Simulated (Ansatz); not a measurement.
Frontier orbitals of `BNBC=S`.

Charge 0, multiplicity 1. The geometry is a stationary point of PBE0-D4/def2-TZVP. It is a higher conformer; a search finds a lower one. Basis def2-TZVPP, Ansatz 0.2.0.

Orbital energies of one run (eV). Highest occupied ones, from the top: -5.60, -7.85, -8.43, -8.77, -9.21, -10.07, -10.81, -11.84, -13.69, -14.22, -15.68, -21.19, -23.91, -158.64. Empty: -3.32, -2.04, -0.34, 0.40, 0.88, 1.92.

Question: Which functional gave them?
A. LC-ωPBE
B. r2SCANh
C. B97M-V
D. r2SCAN0

Answer: C. HOMO energies: B97M-V -5.60, LC-ωPBE -9.17, r2SCANh -5.95, r2SCAN0 -6.62 eV.

LC-ωPBE has ω = 0.4 bohr⁻¹.
